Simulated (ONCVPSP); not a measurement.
# S (Z = 16), ONCV: configuration errors across variants

ONCVPSP 4.0.1 input, shortened (lines: element, Z, core and valence counts, functional; n l f; lmax; l rc ep ncon nbas qcut; lloc lpopt rc5 dvloc0; l nproj debl; icmod fcfact rcfact), PBE, scalar-relativistic:

```
  S 16.00    1    4        4      upf
    1    0    2.00
    2    0    2.00
    2    1    6.00
    3    0    2.00
    3    1    4.00
    2
    0    0.65    0.00    4    7   24.20
    1    0.80    0.00    4    7   13.80
    2    0.65    0.25    4    8   15.50
    4    5    0.45    0.00
    0    2    0.50
    1    3    2.40
    2    2    2.20
    1    0.15    0.00
```

All-electron excitation energies from the reference (eV): (1) 2s2 2p6 3s2 3p3 11.769; (2) 2s2 2p6 3s2 3p2 34.052; (3) 2s2 2p6 3s2 3p1 68.094; (4) 2s2 2p6 3s1 3p5 10.311.

A true bound ghost makes a file unfit for plane-wave use even where its test errors are small: the radial tests pick states by their node count and pass the ghost by.

Errors AE − PS in meV (a dash: test not solved or not reliable):

| change | (1) | (2) | (3) | (4) | bound ghosts | GHOST(+) flags above zero |
| --- | --- | --- | --- | --- | --- | --- |
| base | +0.9 | +3.9 | +12 | +0.2 | p | p |
| p: rc 0.56 | +1.0 | +3.2 | +8.5 | +0.5 | p | p |
| p: rc 0.66 | – | – | – | – | p | p |
| p: rc 0.84 | +0.9 | +3.9 | +12 | +0.2 | p | p |
| p: rc 0.92 | +0.7 | +3.5 | +12 | +0.2 | p | none |
| p: rc 1.04 | +0.3 | +2.3 | +8.7 | +0.2 | none | p |

Problem. Give the same row for: p: rc 1.14.

Solution. 0.0, +1.4, +5.9, +0.2; bound ghosts: none; GHOST(+) flags above zero: p.
